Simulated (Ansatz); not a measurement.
Cost and result up the ladder for Si17H24, a nanocrystal cut from cubic silicon (41 atoms). Total charge 0; singlet. Geometry: PBE-D4/def2-SVP.

```xyz
41

Si    1.606   -1.013   -4.045
Si    2.854    1.261   -0.559
Si   -3.580    1.427    1.221
Si    0.114    2.260    1.856
Si   -0.865    0.348   -1.310
Si    1.591   -2.448   -0.410
Si   -1.114   -1.377    2.121
Si    2.587   -0.571    2.762
Si   -0.494   -0.038   -3.601
Si   -3.082    1.100   -1.057
Si    0.607    1.950   -0.426
Si    1.996   -2.899   -2.685
Si    3.070   -0.845    0.471
Si   -2.098    3.026    2.109
Si   -3.327   -0.613    2.372
Si    0.379    0.217    2.997
Si   -0.620   -1.685   -0.158
H     1.664   -1.435   -5.494
H     2.691    0.008   -3.818
H     3.700    2.250    0.207
H     3.344    1.229   -1.983
H    -5.001    1.917    1.373
H     1.083    3.267    2.432
H     1.767   -3.722    0.385
H    -0.921   -2.685    2.853
H     3.553    0.411    3.378
H     2.731   -1.893    3.475
H    -0.635    1.256   -4.364
H    -1.570   -0.982   -4.081
H    -3.266    2.391   -1.816
H    -4.013    0.069   -1.647
H     0.406    3.255   -1.163
H     3.411   -3.383   -2.881
H     1.060   -3.999   -3.120
H     4.488   -1.343    0.309
H    -2.270    4.338    1.382
H    -2.402    3.250    3.569
H    -3.638   -0.413    3.835
H    -4.290   -1.633    1.817
H     0.060    0.435    4.458
H    -1.576   -2.689   -0.763
```

Ansatz on 2 threads of AMD EPYC 7R13 on a shared host and a share (18 GiB) of an NVIDIA H100 80GB HBM3. Times are rough, and most runs start from the orbitals of an earlier one. PBE0-D4/def2-TZVP serves as the yardstick here, not as an exact answer. Differences are given only for rows in sets of like size (and for xTB, whose basis is part of the method), since another set adds its own error. Binding counts from free atoms at the same level (Si triplet, H doublet; other spins of the atoms weren't run), without zero-point energy or a counterpoise term.

B3LYP takes the VWN-RPA correlation. Correlated methods freeze 85 core orbitals. The rows differ in basis, and correlated rows in double-zeta sets carry the largest basis error. Single mean-field runs in def2-SVP, def2-TZVP are fitted with def2-universal-jkfit.

Correlated methods converge slowly with the basis, most of all in double-zeta sets.

```tsv
level	functions	binding energy per atom (eV)	difference from PBE0-D4/def2-TZVP (eV)
PBE0-D4/def2-TZVP (with forces)	773	3.26	0.00
PBE0-D4/def2-SVP	426	3.26	–
PBE-D4/def2-TZVP	773	3.26	0.00
HF/STO-3G	177	3.68	–
BLYP-D4/def2-TZVP	773	3.19	-0.07
B3LYP-D4/def2-TZVP	773	3.24	-0.02
HF/6-31G	269	2.02	–
PBE-D4/def2-SVP	426	3.26	–
B3LYP-D4/6-31G	269	2.98	–
r2SCAN-D4/def2-TZVP (with forces)	773	3.28	0.01
MP2/def2-SVP	426	3.00	–
LDA (SPW92)/def2-TZVP	773	3.61	0.35
```

Q: Estimate how long each takes.

A: PBE-D4/def2-TZVP 16 s; HF/6-31G 17 s; B3LYP-D4/6-31G 17 s; PBE-D4/def2-SVP 17 s; MP2/def2-SVP 17 s; PBE0-D4/def2-SVP 17 s; PBE0-D4/def2-TZVP (with forces) 17 s; HF/STO-3G 18 s; LDA (SPW92)/def2-TZVP 19 s; B3LYP-D4/def2-TZVP 21 s; BLYP-D4/def2-TZVP 22 s; r2SCAN-D4/def2-TZVP (with forces) 23 s. On shared hardware such times vary by a factor of up to 3.
